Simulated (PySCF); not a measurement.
## Spin states of SbPb

Unrestricted PBE0; Sb def2-SVP with ECP28, Pb def2-SVP with ECP60; scalar-relativistic core potentials (PySCF 2.14). Outer shells of the fragments: Sb 4d10 5s2 5p3; Pb 5d10 6s2 6p2.

Followed along the bond (rough minima from three points):

| 2Ms+1 | unpaired | ⟨S²⟩ at the start | R at minimum (Å) | Te (eV) |
| --- | --- | --- | --- | --- |
| 2 | π ↑ | 0.83 | 2.73 | 0.00 |
| 2 | σ ↑ | 1.00 | 2.61 | 0.44 |
| 4 | σ ↑, π ↑↑ | 3.76 | 2.86 | 1.43 |
| 4 | π ↑↑↑ | 3.76 | none in the scan | ≤ 0.82 |
| 2 | π ↑↑↓ | 1.76 | none in the scan | ≤ 1.15 |

Solutions found at the starting distance of 2.760 Å, counted from the lowest of them; the search is not exhaustive and high or unbound solutions are not listed, so other states can lie among these:

```tsv
2Ms+1	unpaired	term	E (eV)	⟨S²⟩	⟨Lz²⟩	μ (D)
2	π ↑	²Π	0.00	0.83	1.00	2.13
2	σ ↑	²Σ⁺	0.57	1.00	0.00	2.06
4	π ↑↑↑	⁴Π	1.01	3.76	1.00	0.67
2	π ↑↑↓	mixed	1.35	1.76	3.01	0.68
4	σ ↑, π ↑↑	mixed	1.47	3.76	2.01	1.07
4	σ ↑, π ↑↑	mixed	1.86	3.76	2.00	1.51
```

A term symbol is given only where ⟨S²⟩ and ⟨Lz²⟩ are close to those of a pure state; real π, δ and φ orbitals otherwise mix terms. A positive dipole means Sb(−)Pb(+).

Question: Compare the gap between the two lowest followed solutions at the starting distance with the gap between their minima.

Answer: At PBE0 the second solution (doublet, unpaired electrons σ ↑) lies +0.57 eV from the first (doublet, unpaired electrons π ↑) at 2.760 Å and +0.44 eV at the minima; the two curves relax by different amounts, since their minima lie near 2.61 and 2.73 Å.

These are scalar-relativistic numbers at best; spin–orbit coupling would shift them, the dissociation energy most. Counting both spins, an empty level lies below a filled one in some of these solutions, because spin and occupation are held.
